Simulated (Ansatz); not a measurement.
Born–Oppenheimer molecular dynamics of CH6O2SSi (11 atoms, charge 0, multiplicity 1). It starts from a rough guess of a transition structure, not a stationary point.

Computed with UKS r2SCANh-D4/STO-3G in Ansatz.

```
ensemble                      : NVE (velocity Verlet)
time step                     : 0.5 fs
steps asked                   : 150
starting velocities drawn for : 1000 K
seed                          : 243506
```

First frame:

```xyz
11
Properties=species:S:1:pos:R:3
Si -0.738 0.288 0.402
C 0.993 -0.103 -0.862
S -1.943 0.833 -1.151
H -0.245 0.285 -1.374
O -0.108 1.296 1.485
O -0.921 -1.124 1.188
H 1.632 0.714 -0.553
H 1.248 -0.322 -1.903
H 1.246 -1.009 -0.325
H 0.267 0.968 2.303
H -1.432 -1.824 0.789
```

(1) How far do the bonds stretch over the last three quarters of this one trajectory? (Pairs bonded in most of those frames.)

## Answers

(1) 
| bond | mean (Å) | spread (Å) | shortest | longest |
| --- | --- | --- | --- | --- |
| Si1–C2 | 1.940 | 0.207 | 1.66 | 2.24 |
| Si1–S3 | 2.258 | 0.192 | 2.00 | 2.54 |
| Si1–O5 | 1.726 | 0.021 | 1.69 | 1.77 |
| Si1–O6 | 1.775 | 0.100 | 1.60 | 1.91 |
| C2–H7 | 1.102 | 0.047 | 1.02 | 1.18 |
| C2–H8 | 1.106 | 0.049 | 1.01 | 1.20 |
| C2–H9 | 1.107 | 0.048 | 1.03 | 1.19 |
| S3–H4 | 1.449 | 0.194 | 1.14 | 1.75 |
| O5–H10 | 1.027 | 0.034 | 0.97 | 1.09 |
| O6–H11 | 1.031 | 0.054 | 0.94 | 1.12 |

Pairs bonded in part of these frames only: S3–H4 94 %.

Mean temperature of the second half: 2436 K. The conserved energy stayed within 2 meV per atom of its start (net change 0.34 meV per atom), so the integration is sound. The kinetic energy rose, since the run started high on the potential surface and went downhill. A run of 0.075 ps of so small a system gives no equilibrium averages. The orbitals were unrestricted but ended closed-shell. Limits of this set-up: minimal basis.

Time of the run: 8.1 min on 1 thread of Intel(R) Xeon(R) 6975P-C (Granite Rapids) (shared host), peak memory 0.22 GiB.
